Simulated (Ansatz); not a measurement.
Ansatz (a first-principles code) input (RPA@PBE/cc-pV(T+d)Z):
A basis named .json is the Basis Set Exchange file of that set.

Ansatz 0.2 input:
```yaml
crystal:
  periodic: [false, false, false]
  atoms:
    - {symbol: Si, position_ang: [-0.02969266, -0.19954636, -0.23417948]}
    - {symbol: Cl, position_ang: [0.52977633, 0.15869490, 1.64596283]}
    - {symbol: O, position_ang: [-0.66718019, 1.33898245, -0.92730429]}
    - {symbol: O, position_ang: [1.14832720, -0.38636354, -1.29314883]}
    - {symbol: O, position_ang: [-1.37426810, -1.03752885, -0.41843412]}
    - {symbol: H, position_ang: [-0.14117385, 1.83031987, -1.58241413]}
    - {symbol: H, position_ang: [2.01138750, -0.77342843, -1.11258525]}
    - {symbol: H, position_ang: [-1.69168341, -1.72931354, 0.17146162]}
    - {symbol: H, position_ang: [-1.62406193, 1.44753740, -1.06821988]}
basis:
  gaussian:
    orbitals: cc-pV_T+d_Z.json
hamiltonian:
  xc: pbe
total_charge: 1
magnetization: {spin_polarized: false}
correlation: {method: rpa, electrons: outside_noble_gas}
```

Output:

```
Functional definition: PBE
integrals: 0.47 GiB planned
1342 factors; integrals over basis functions are off by at most 1.1e-3 eV
mean field: 1.55 GiB planned
mean field evaluation 1: about -26567.1463 eV, gradient 1.3e2 eV
mean field evaluation 2: about -26567.1359 eV, gradient 1.3e2 eV
mean field evaluation 4: about -26589.2060 eV, gradient 3.7e1 eV
mean field evaluation 8: about -26592.0997 eV, gradient 4.0e-1 eV
mean field evaluation 16: about -26592.0937 eV, gradient 6.6e-4 eV
mean field evaluation 32: about -26517.5094 eV, gradient 1.1e2 eV
mean field -26592.09372098 eV, -977.2414194776 hartree, gradient 6.0e-6 eV, S^2 0.000000; 1 other end points of the search recorded, 0 dependent functions left out
13 core orbitals not correlated
reference -26541.41891054 eV, -975.3791545425 hartree; 16, 16 occupied and 195, 195 virtual orbitals, 1342 factors
Total energy: -26584.47471357 eV, -976.9614261196 hartree
```

It need not be the lowest isomer of its formula.
